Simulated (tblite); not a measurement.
Start geometry of `O=c1[c]c1C(F)=C(F)F` [radical] from a force field or distance geometry (Å):
```
atom  x, y, z in Å
O1     2.5277    0.3979   -1.0200
C2     1.8673   -0.3684   -0.2445
C3     1.6689   -1.4715    0.5604
C4     0.6564   -0.5418    0.4183
C5    -0.6810    0.0194    0.6231
F6    -1.1626    0.0496    1.8866
C7    -1.3859    0.4882   -0.4285
F8    -0.8663    0.4372   -1.6713
F9    -2.6109    0.9954   -0.1493
```

Q: What comes out of this run: tblite, GFN2-xTB geometry optimisation, gas phase?

A: 
```
atom  x, y, z in Å
O1     2.5400    0.3417   -1.0068
C2     1.9533   -0.3519   -0.2614
C3     1.6660   -1.4232    0.6158
C4     0.6427   -0.5709    0.4239
C5    -0.6464   -0.0143    0.6080
F6    -1.1265    0.0219    1.8646
C7    -1.3994    0.4962   -0.3833
F8    -1.0097    0.5102   -1.6437
F9    -2.6064    0.9963   -0.2424
```

The energy falls by 73.8 kJ/mol over 39 L-BFGS steps, the largest force on an atom goes from 9.28 to 0.006 eV/Å, and the atoms move by 0.082 Å rms after alignment. The bond that changes most is C2–C4 (ends: carbon bonded to 2 C and O; carbon bonded to 3 C), which lengthens by 0.104 Å. Bonds longer at the end by more than 0.005 Å: 2 of 9; shorter: 6. Among the angles that change most is F8–C7–F9, from 123.5° to 111.7°. Rotational constants go from 2770, 1194, 892.6 to 2808, 1184, 882.3 MHz. The orientation of the end geometry is arbitrary; only internal coordinates are fixed.

The run took 0.14 s on one thread, Arm Neoverse V2 (aarch64), no GPU, shared host with 192 logical CPUs at a one-minute load of 73.

Its lowest GFN2-xTB frequency is 7 cm⁻¹, too small to tell a flat minimum from a shallow saddle. 3 starts were optimised and ended at 0.00, 0.02 and 0.09 kcal/mol (GFN2-xTB); the lowest of these is shown.

One conformer stands for the species.

These are computed values.
